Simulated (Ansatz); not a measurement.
`C[SiH](Cl)Br` → `C[Si]Br` + HCl at 600 K and 1 bar (silylene formation by 1,1-elimination).

Computed with Ansatz on PBE0-D4/def2-TZVP structures; ΔE is electronic, products minus reactants. CBS: MP2 limit from def2 TZ/QZ plus the TZ coupled-cluster correction, frozen cores. This one scheme is used for every species. For Br outer-core shells are correlated without core-valence functions, which leaves a few kJ/mol of doubt a bond. Scalar relativity is left out up to krypton.

```
       species  CCSD(T)/CBS energy (Eh)  H − E (kJ/mol)  S (J/(mol·K))
`C[SiH](Cl)Br`              -3362.75163           179.6          416.8
     `C[Si]Br`              -2902.25975           135.3          364.7
           HCl               -460.38127            35.4          207.2
```

H − E and S are ideal-gas, rigid-rotor, harmonic terms from PBE0-D4/def2-TZVP, for one conformer and one mirror image of each species. 1 Eh = 2625.50 kJ/mol, R = 8.31446 J/(mol·K).

Question: By hand: ΔE, ΔH, ΔS and ΔG.

Answer: ΔE = (-2902.25975) + (-460.38127) − (-3362.75163) = 0.11061 Eh = 290.4 kJ/mol. Δ(H − E) = 135.3 + 35.4 − 179.6 = -8.9, so ΔH = 281.5 kJ/mol. ΔS = 364.7 + 207.2 − 416.8 = 155.1 J/(mol·K). ΔG = 281.5 − 600 × (155.1)/1000 = 188.4 kJ/mol.

Question: By hand: the equilibrium constant, and the temperature at which ΔG would vanish if ΔH and ΔS stayed fixed.

Answer: log₁₀ K = −ΔG/(RT ln 10) = -16.4. ΔG = 0 at ΔH/ΔS = 1815 K.

The number of gas molecules changes by +1, which sets the sign of ΔS. A doubt of 5 kJ/mol in ΔE shifts log₁₀ K by 0.4 here. Other conformers and mirror images would add mixing entropy, several J/(mol·K) or more a flexible species. These are equilibria of isolated gas molecules and say nothing of rates. Largest T1 diagnostic: 0.011 (customary marks: 0.02 for closed shells, 0.045 for open ones).
